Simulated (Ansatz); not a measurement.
Input for Ansatz (a program for electronic structure): R-r2SCAN/def2-TZVPPD on CH10Si2 (a complex), monomers drawn apart or pushed together. Files ending in .json are basis or fitting sets from the Basis Set Exchange.

Ansatz 0.2 input:
```yaml
crystal:
  periodic: [false, false, false]
  atoms:
    - {symbol: Si, position_ang: [0.01589091, -0.30158585, 0.19159902]}
    - {symbol: H, position_ang: [-1.17819869, -0.19754552, 1.05935938]}
    - {symbol: H, position_ang: [-0.36600159, -0.03244797, -1.21292597]}
    - {symbol: H, position_ang: [0.57665934, -1.66818226, 0.29681122]}
    - {symbol: H, position_ang: [1.03143585, 0.68019181, 0.63077815]}
    - {symbol: C, position_ang: [0.83148131, -0.79643881, 3.72031515]}
    - {symbol: Si, position_ang: [-0.38532070, 0.61034371, 3.96892513]}
    - {symbol: H, position_ang: [0.64925717, -1.31949352, 2.78040649]}
    - {symbol: H, position_ang: [0.74583223, -1.52526586, 4.52845525]}
    - {symbol: H, position_ang: [1.85783492, -0.42556275, 3.70732006]}
    - {symbol: H, position_ang: [-0.21633429, 1.64622008, 2.92240505]}
    - {symbol: H, position_ang: [-0.17011647, 1.24668734, 5.29178331]}
    - {symbol: H, position_ang: [-1.78047413, 0.11092859, 3.91209944]}
basis:
  gaussian:
    orbitals: def2-TZVPPD.json
hamiltonian:
  xc: {name: r2SCAN}
scf: {lower_state_search: off}
```

The log:

```
WARN ansatz: RAYON_NUM_THREADS=2 ignored (pool sized by the plan → 2); use --threads N
Functional definition: r2SCAN
these checks for a lower state are left out or cut short: stability, starts, cluster_reference, orbital_swaps, neighbouring_geometries, increment
integrals: 0.28 GiB planned
1374 factors; their error is unknown
mean field: 1.84 GiB planned
mean field evaluation 1: about -16946.5718 eV, gradient 5.4e1 eV
mean field evaluation 2: about -16941.0364 eV, gradient 6.6e1 eV
mean field evaluation 4: about -16953.4826 eV, gradient 1.6e0 eV
mean field evaluation 8: about -16953.4878 eV, gradient 8.4e-2 eV
mean field evaluation 16: about -16953.4448 eV, gradient 7.8e-5 eV
mean field -16953.44476064 eV, -623.0276034959 hartree, gradient 2.8e-6 eV, S^2 0.000000; 0 other end points of the search recorded, 0 dependent functions left out
reference -16953.44477694 eV, -623.0276040948 hartree; 22, 22 occupied and 281, 281 virtual orbitals, 1374 factors
Total energy: -16953.44477694 eV, -623.0276040948 hartree
Checks for a lower state left out: stability, starts, cluster_reference, orbital_swaps, neighbouring_geometries, increment
```

The run converged.

Cost: roughly 5 core-seconds.
